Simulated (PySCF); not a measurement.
C3H12N2Si2.
SMILES with atom numbers: `[SiH3:1][CH2:2][SiH:3]1[NH:4][CH2:5][CH2:6][NH:7]1`

Structure used (GFN2-xTB), in Å, numbered top down from 1:
```
atom  x, y, z in Å
Si1    2.5214    0.1196    0.3906
C2     1.6282   -1.0226   -0.8301
Si3   -0.2576   -0.8455   -0.8956
N4    -1.1598   -0.9386    0.5682
C5    -1.6784    0.3558    0.9519
C6    -1.8405    1.1443   -0.3444
N7    -0.6950    0.8008   -1.1568
H8     2.0299   -0.1011    1.7571
H9     2.3426    1.5268    0.0296
H10    3.9581   -0.1916    0.3750
H11    2.0259   -0.8608   -1.8302
H12    1.8492   -2.0610   -0.5878
H13   -0.8521   -1.8416   -1.8080
H14   -0.9070   -1.5198    1.3489
H15   -0.9865    0.8867    1.6205
H16   -2.6397    0.2464    1.4654
H17   -2.7837    0.8587   -0.8305
H18   -1.8622    2.2209   -0.1502
H19   -0.7025    1.2318   -2.0659
```

Definitions: NICS(0) = −σiso at the ring centroid; NICS(1) = −σiso and NICS(1)zz = −σzz at ±1 Å along the ring normal z. Level: GIAO PBE0/pcSseg-1 (PySCF, non-relativistic, gas phase) on the GFN2-xTB geometry, one conformer.

Ring bond lengths (Å), with Mayer bond orders in brackets: Si3–N4 1.722 (0.99), N4–C5 1.446 (0.97), C5–C6 1.526 (1.04), C6–N7 1.446 (0.97), N7–Si3 1.723 (0.94).

Task: Give the NICS values of each ring in ppm.

Result: 
```
           ring                                                      type  NICS(0)  NICS(1), two faces  NICS(1)zz, two faces  rms pucker (Å)  centre to ring atoms, mean (Å)
Si3–N4–C5–C6–N7  5-membered ring with 2 N and Si; formal bonds all single     -7.8         -2.9 / -3.2           -4.4 / -4.4            0.16                            1.32
```

Task: What can be read from them?

Result: 
- Si3–N4–C5–C6–N7: mean NICS(1)zz -4.4 ppm, shielded. Si3, C5, C6 have four or more neighbours, and the NICS criterion for π rings isn't applied.

Task: Give the inner angles of the rings and the Hirshfeld charges of the ring atoms.

Result: 
- Si3–N4–C5–C6–N7: Si3 92.7° (+0.411 e), N4 111.4° (-0.256 e), C5 106.0° (-0.027 e), C6 105.7° (-0.026 e), N7 110.0° (-0.249 e); sum 525.8° against 540° for a flat convex ring.
